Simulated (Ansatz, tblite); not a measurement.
Removing an electron: [GaClH3]- (GaH₃Cl⁻). Charge -1, multiplicity 1. Geometry: PBE-D4/def2-TZVPD. Ansatz, gas phase; energy differences of separate SCF runs; the oxidised species was run as a doublet alone.

```xyz
5

Ga   -0.035    0.120    0.175
Cl    0.344   -1.182   -1.727
H     0.542   -0.752    1.403
H    -1.633    0.328    0.230
H     0.783    1.486   -0.082
```

The xTB rows come from tblite. Correlated methods freeze 14 core orbitals; core or outer-core shells of Ga are correlated, in sets that lack core-valence functions. In CCSD on the charge 0 doublet the largest single amplitude is 0.28, so its Hartree–Fock determinant may place the open shell otherwise than the density functionals do. HOMO above LUMO, or a gap near zero within one spin, warns that the state may not be the lowest or that an electron is smeared out.

(1) Estimate orbital energies and vertical ionisation energies at: GFN1-xTB; GFN2-xTB; r2SCAN-D4/def2-TZVPD; PBE0-D4/def2-TZVPD; CCSD/def2-TZVPPD; CCSD(T)/def2-TZVPPD.

## Answers

(1) 
| level | −HOMO (eV) | vertical IE (eV) | −LUMO (eV) | HOMO–LUMO gap (eV) | remarks |
| --- | --- | --- | --- | --- | --- |
| GFN1-xTB | 7.07 | 9.68 | -2.08 | 9.15 | – |
| GFN2-xTB | 6.57 | 9.30 | -1.26 | 7.83 | – |
| r2SCAN-D4/def2-TZVPD | 1.71 | 4.53 | -4.12 | 5.84 | gap within one spin near zero (doublet) |
| PBE0-D4/def2-TZVPD | 2.66 | 4.72 | -3.88 | 6.54 | – |
| CCSD/def2-TZVPPD | – | 5.18 | – | – | large T1 (0.050) (doublet) |
| CCSD(T)/def2-TZVPPD | – | 5.08 | – | – | large T1 (0.050) (doublet) |

Relaxing the oxidised species (PBE-D4/def2-TZVPD) changes its energy by -0.60 eV at PBE0-D4/def2-TZVPD, so the adiabatic ionisation energy to this nearest minimum is 4.13 eV.  Run but left out: HF/def2-TZVPPD, MP2/def2-TZVPPD (neutral doublet: a determinant that CCSD turns far, T1 0.050); PBE-D4/def2-TZVPD (neutral doublet: an occupied level 0.17 eV above an empty one).  Raw xTB energy differences between charge states are shifted by several eV; the methods need an empirical correction for them.
